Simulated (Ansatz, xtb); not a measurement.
Relative energy of two isomers of C5H5OP

Structure a: `OC1=CC=PC=C1`, a singlet. Structure b: `OC1=CC=CP=C1`, a singlet. Both are isolated molecules in the gas phase, relaxed with PBE-D3(BJ)/def2-SVP; the shapes shown needn't be the lowest conformers.

a (Å):

```xyz
12

C    -1.5546    1.4601   -0.3724
C    -2.6129    0.5450   -0.5573
C    -2.4178   -0.7977   -0.8880
C     0.1899   -0.2196   -0.8370
C    -0.2024    1.0777   -0.5105
O    -1.7880    2.7599   -0.0507
P    -0.8706   -1.5917   -1.1322
H    -2.7523    2.8950    0.0146
H    -3.6448    0.9230   -0.4311
H    -3.3176   -1.4250   -1.0090
H     1.2731   -0.4137   -0.9206
H     0.5518    1.8645   -0.3462
```

b (Å):

```xyz
12

C    -2.0298    1.3218   -0.1575
C    -2.0323    0.8334   -1.4835
C    -1.1444   -0.1529   -1.9253
C    -0.1708   -0.7545   -1.1126
C    -1.1310    0.8484    0.8147
O    -2.9541    2.2822    0.1227
P     0.0939   -0.3767    0.5721
H    -2.8561    2.5379    1.0592
H    -2.7719    1.2629   -2.1752
H    -1.2215   -0.4711   -2.9789
H     0.4818   -1.5239   -1.5575
H    -1.1966    1.2845    1.8290
```

Quicker runs give these differences E(b) − E(a): GFN2-xTB −0.90 kcal/mol; HF/STO-3G +0.02 kcal/mol (at GFN2-xTB geometries); r2SCAN-D4/def2-SVP −0.46 kcal/mol (at GFN2-xTB geometries).

Task: Estimate E(b) − E(a) at the level CCSD(T)/def2-SVP + ΔMP2/def2-TZVPP.

Result: CCSD(T)/def2-SVP + ΔMP2/def2-TZVPP gives E(b) − E(a) = −1.09 kcal/mol, favouring structure b, but this leans on the basis-set step: CCSD(T) alone gives −0.63 kcal/mol.

Level by level:

```json
{"level": "GFN2-xTB", "geometry": "GFN2-xTB", "E(b) − E(a) (kcal/mol)": "−0.90", "departure from the last row (kcal/mol)": "+0.19", "job, with rough time for the two": "optimisation, 0.48 s"}
{"level": "HF/STO-3G", "geometry": "GFN2-xTB", "E(b) − E(a) (kcal/mol)": "+0.02", "departure from the last row (kcal/mol)": "+1.12", "job, with rough time for the two": "single point, 1.5 s"}
{"level": "r2SCAN-D4/def2-SVP", "geometry": "GFN2-xTB", "E(b) − E(a) (kcal/mol)": "−0.46", "departure from the last row (kcal/mol)": "+0.63", "job, with rough time for the two": "single point, 10 s"}
{"level": "PBE-D3(BJ)/def2-SVP", "geometry": "PBE-D3(BJ)/def2-SVP", "E(b) − E(a) (kcal/mol)": "−0.37", "departure from the last row (kcal/mol)": "+0.72", "job, with rough time for the two": "optimisation, 50 s"}
{"level": "HF/def2-SVP", "geometry": "PBE-D3(BJ)/def2-SVP", "E(b) − E(a) (kcal/mol)": "−1.01", "departure from the last row (kcal/mol)": "+0.09", "job, with rough time for the two": "part of the CCSD(T) run"}
{"level": "MP2/def2-SVP", "geometry": "PBE-D3(BJ)/def2-SVP", "E(b) − E(a) (kcal/mol)": "−0.81", "departure from the last row (kcal/mol)": "+0.28", "job, with rough time for the two": "part of the CCSD(T) run"}
{"level": "CCSD(T)/def2-SVP", "geometry": "PBE-D3(BJ)/def2-SVP", "E(b) − E(a) (kcal/mol)": "−0.63", "departure from the last row (kcal/mol)": "+0.46", "job, with rough time for the two": "single point"}
{"level": "CCSD(T)/def2-SVP + ΔMP2/def2-TZVPP", "geometry": "PBE-D3(BJ)/def2-SVP", "E(b) − E(a) (kcal/mol)": "−1.09", "departure from the last row (kcal/mol)": "", "job, with rough time for the two": "single point, 2.9 min"}
```

As drawn, both hold the same kinds of bond in the same numbers.

HF/STO-3G, r2SCAN-D4/def2-SVP, PBE-D3(BJ)/def2-SVP find them nearly level. The largest departure from CCSD(T)/def2-SVP + ΔMP2/def2-TZVPP is that of HF/STO-3G, 1.12 kcal/mol. The last row adds to CCSD(T) the change of the MP2 difference between the two basis sets, here −0.46 kcal/mol.

With thermal terms from frequencies at re-optimised GFN2-xTB minima (ideal gas, soft modes damped towards free rotors, one conformer each, 298.15 K, 1 atm): the zero-point term adds +0.06 kcal/mol; ΔH is −1.04 and ΔG −1.03 kcal/mol.

The correlated steps freeze 11 core orbitals. Run with Ansatz 0.2.0, xtb 6.7.1; the last row on 2 threads of Intel(R) Xeon(R) Processor @ 2.50GHz (Skylake/Cascade Lake) on a shared host.
